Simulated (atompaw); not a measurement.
# PBE PAW (atompaw) dataset for Mn, scalar-relativistic all-electron reference.

atompaw 4.2.0.5 input, output lines left out:

```
Mn 25
GGA-PBE scalarrelativistic loggrid 1500 logderivrange -3 5 201
4 4 3 0 0 0
4 0 1.5
4 1 0.5
3 2 5
0 0 0
c
c
c
v
c
c
v
v
2
3.00 2.40 2.80 2.15
y
3.7
n
y
1.2
n
y
0.1
n
bloechl gaussian
3 0 troulliermartins
```

Poles of the logarithmic derivatives, all-electron (AE) and pseudo (PS). s: poles at 0.7 (AE) and 0.7 (PS) Ry. p: poles at 1.5 (AE) and 0.9, 1.5 (PS) Ry. d: poles at -0.5, 2.9 (AE) and -0.5, 3.3 (PS) Ry. Test radius 3.00 bohr.

- Cutoffs needed: 21 Ry and 25 Ry (the cutoffs (Ry, on a coarse ladder) from which the occupation-weighted sum of valence levels, in a spherical-Bessel basis at the reference potential, stays within 10 and 1 mRy of its value at 400 Ry)
- Ghost test: no extra level below or beside the all-electron valence levels (s, p, d, f tested) (spherical-Bessel basis up to 400 Ry, 20 bohr box)
- Lowest eigenvalue of the overlap operator: 0.05 (p channel)
- Overlap eigenvalues printed by atompaw (projector basis): 0.0152, 0.209, 1.4, 2.26, 3.45, 19.5
- Share of each valence orbital outside the PAW sphere: 4s 45 %, 4p 75 %, 3d 3 %
